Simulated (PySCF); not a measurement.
# r2SCAN on Au⁺ (gold, charge +1)

Configuration: [Xe] 4f14 5d10, closed-shell 1S. Computed with PySCF 2.14 in def2-SVP with the def2 core potential (60 electrons), with a scalar-relativistic core potential.

```json
{
 "Total energy": "-135.4043 hartree",
 "One-electron energy": "-232.9168 hartree",
 "Hartree (Coulomb) energy": "110.2233 hartree",
 "Exchange-correlation energy": "-12.7108 hartree",
 "⟨S²⟩": "0.0000",
 "⟨L²⟩": "0.000",
 "Sum of ⟨r⟩": "24.38 bohr",
 "Sum of ⟨r²⟩": "39.58 bohr²",
 "Time after the integrals": "0.71 s of wall time on 1 thread of Neoverse-V2 (shared host)"
}
```

```tsv
shell	electrons	mean orbital energy (hartree)	rms radius, mean of both spins (bohr)
5s	2	-4.37957	0.999
5p	6	-2.57111	1.16
5d	10	-0.56969	1.72
```

Energies and moments cover only the electrons outside the core potential. Spin-orbit coupling, which splits the p, d and f shells strongly at this Z, is absent.
